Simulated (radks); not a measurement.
Spherical quantum dot in the effective-mass picture: electrons in a parabolic well V = omega^2 r^2 / 2 with omega = 3.05, all in effective atomic units (hartree* = m*/eps^2 hartree, bohr* = eps/m* bohr), one dielectric constant everywhere. Calculated with a radial shooting solver with Libxc functionals: non-relativistic Kohn-Sham, LDA (Slater exchange, Perdew-Wang correlation), spin-polarised, spherical densities. Levels are named by radial order and angular momentum (1s, 1p, 1d, 2s, ...), and open shells are averaged over m. Results are scaled to m* = 0.088 and eps = 4.3, for which hartree* = 129.5 meV and bohr* = 2.586 nm.

N = 25, configuration 1s2 1p6 1d10 2s2 1f(up 5, down 0). This is the lowest configuration that the search found. Occupied and some empty levels:

| level | occupation | eigenvalue (meV) | <r> (nm) |
|---|---|---|---|
| 1s up | 1 | 3227.4 | 2.234 |
| 1s down | 1 | 3235.2 | 2.211 |
| 1p up | 3 | 3450.5 | 2.853 |
| 1p down | 3 | 3462.7 | 2.837 |
| 1d up | 5 | 3693.2 | 3.301 |
| 1d down | 5 | 3707.9 | 3.293 |
| 2s up | 1 | 3727.8 | 2.938 |
| 2s down | 1 | 3738.7 | 2.947 |
| 1f up | 5 | 3953.9 | 3.660 |
| 1f down | 0 | 3969.7 | 3.659 |
| 2p up | 0 | 4008.5 | 3.316 |
| 2p down | 0 | 4019.0 | 3.323 |
| 1g up | 0 | 4230.6 | 3.966 |
| 1g down | 0 | 4246.4 | 3.969 |
| 2d up | 0 | 4299.7 | 3.664 |
| 2d down | 0 | 4310.3 | 3.668 |

Energy (meV): total 62514.9, kinetic 10905, external 24522, Hartree 29776, exchange-correlation -2687.8.
